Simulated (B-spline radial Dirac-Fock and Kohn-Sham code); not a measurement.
Two-hole binding energies of Pr⁶⁺

System: the Pr⁶⁺ ion in the configuration [Kr] 4d10 4f1 5s2 5p4.

Model: Dirac-Fock ΔSCF + Breit + QED. Program: a radial B-spline solver. U is the two-hole binding energy less the two single-hole energies, the effective repulsion of the holes after relaxation. Each two-hole energy is an average over J within one jj subconfiguration.

```tsv
holes	E(a) (eV)	E(b) (eV)	E(ab) (eV)	U (eV)
1s⁻¹ 2p1/2⁻¹	42081.3	6534.9	48912.4	296.2
1s⁻¹ 2p3/2⁻¹	42081.3	6058.6	48403.5	263.5
1s⁻¹ 3d3/2⁻¹	42081.3	1046.8	43210.4	82.3
1s⁻¹ 3d5/2⁻¹	42081.3	1026.7	43188.5	80.5
2s⁻¹ 2p1/2⁻¹	6934.9	6534.9	13631.2	161.4
2p1/2⁻²	6534.9	6534.9	13282.9	213.1
2s⁻¹ 2p3/2⁻¹	6934.9	6058.6	?	?
2s⁻¹ 3p3/2⁻¹	6934.9	1339.4	8348.7	74.4
2p1/2⁻¹ 3d5/2⁻¹	6534.9	1026.7	7643.8	82.2
2p3/2⁻¹ 3d3/2⁻¹	6058.6	1046.8	7188.6	83.2
2p3/2⁻¹ 3d5/2⁻¹	6058.6	1026.7	7164.9	79.6
3p1/2⁻²	1435.6	1435.6	2934.6	63.4
4d3/2⁻²	208.5	208.5	443.5	26.4
4d5/2⁻²	204.8	204.8	436.0	26.3
```

Question: Give the missing two-hole energy and U.

Answer: E(ab) = 13148.8 eV and U = 155.3 eV.

Run: 59 s of CPU time on 1 thread of Intel(R) Xeon(R) Platinum 8559C (shared host), peak memory 0.51 GiB.

Values without a named source are computed, but for edge energies of neutral atoms, which are taken from tables.
